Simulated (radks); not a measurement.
Valence configurations of Tb III (all share [Xe]). All-electron calculation, Dirac Kohn-Sham, BLYP, spin-unpolarised, spherical densities, finite nucleus; open shells are shared between the two j in proportion to 2j + 1; Fermi nuclear charge, rms radius 5.06 fm. Program: a radial shooting solver on a logarithmic mesh with Libxc functionals. Energies are relative to 4f9; eigenvalues in eV.

valence          E (eV)  e(4f5/2)  e(4f7/2)  e(5d3/2)  e(5d5/2)  e(6p1/2)
4f9               0.000   -17.123   -16.335         -         -         -
4f8.5 5d0.5       2.038   -20.024   -19.207   -14.599   -14.264         -
4f8.5 6p0.5       4.006   -21.834   -21.015         -         -   -11.898
4f8 5d1           5.201   -23.185   -22.338   -15.387   -15.021         -
4f8 6s1           5.280   -25.754   -24.905         -         -         -
4f8 6p1           9.968   -26.961   -26.111         -         -   -12.877
4f7.5 5d1 6p0.5  12.101   -28.472   -27.594   -17.551   -17.126   -12.423
4f7 5d2          15.364   -30.139   -29.232   -16.957   -16.523         -
4f7 5d1 6p1      21.254   -34.087   -33.177   -19.784   -19.299   -13.358
4f7 6p2          28.637   -38.194   -37.281         -         -   -14.699

NIST lists [Xe] 4f9 as the ground configuration; this level of theory agrees among the configurations tried. The energies are those of spherical spin-averaged densities, not of single terms.
